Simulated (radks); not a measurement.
The hafnium ion Hf2+, configuration [Xe] 4f14 5d2. Method: Dirac Kohn-Sham, LDA (Slater exchange, Perdew-Wang correlation), spin-unpolarised, spherical densities, point nucleus; open shells are shared between the two j in proportion to 2j + 1; computed with a radial shooting solver on a logarithmic mesh with Libxc functionals.

Unscreened Slater integrals over Kohn-Sham orbitals (eV). Large and small components are both included.

integral,value
"F0(5d5/2,5d5/2)",11.557
"F2(5d5/2,5d5/2)",5.9044
"F4(5d5/2,5d5/2)",3.8473
"F0(5d5/2,5d3/2)",11.723
"F2(5d5/2,5d3/2)",5.9840
"G2(5d5/2,5d3/2)",5.9796
"G4(5d5/2,5d3/2)",3.8969
"F0(5d5/2,4f7/2)",15.078
"F2(5d5/2,4f7/2)",3.2894
"F4(5d5/2,4f7/2)",1.5333
"G1(5d5/2,4f7/2)",1.4409
"G3(5d5/2,4f7/2)",1.1626
"G5(5d5/2,4f7/2)",0.88290
"F0(5d5/2,4f5/2)",15.103
"F2(5d5/2,4f5/2)",3.2302
"F4(5d5/2,4f5/2)",1.4928
"G1(5d5/2,4f5/2)",1.3660
"G3(5d5/2,4f5/2)",1.1153
"G5(5d5/2,4f5/2)",0.84990
"F0(5d3/2,5d3/2)",11.897
"F2(5d3/2,5d3/2)",6.0750
"F0(5d3/2,4f7/2)",15.491
"F2(5d3/2,4f7/2)",3.4900
"G3(5d3/2,4f7/2)",1.2630
"G5(5d3/2,4f7/2)",0.95661
"F0(5d3/2,4f5/2)",15.517
"F2(5d3/2,4f5/2)",3.4287
"G1(5d3/2,4f5/2)",1.5025
"G3(5d3/2,4f5/2)",1.2145
"F0(4f7/2,4f7/2)",37.182
"F2(4f7/2,4f7/2)",17.581
"F4(4f7/2,4f7/2)",11.013
"F6(4f7/2,4f7/2)",7.9183
"F0(4f7/2,4f5/2)",37.507
"F2(4f7/2,4f5/2)",17.749
"F4(4f7/2,4f5/2)",11.121
"G2(4f7/2,4f5/2)",17.689
"G4(4f7/2,4f5/2)",11.085
"G6(4f7/2,4f5/2)",7.9716
"F0(4f5/2,4f5/2)",37.839
"F2(4f5/2,4f5/2)",17.924
"F4(4f5/2,4f5/2)",11.234
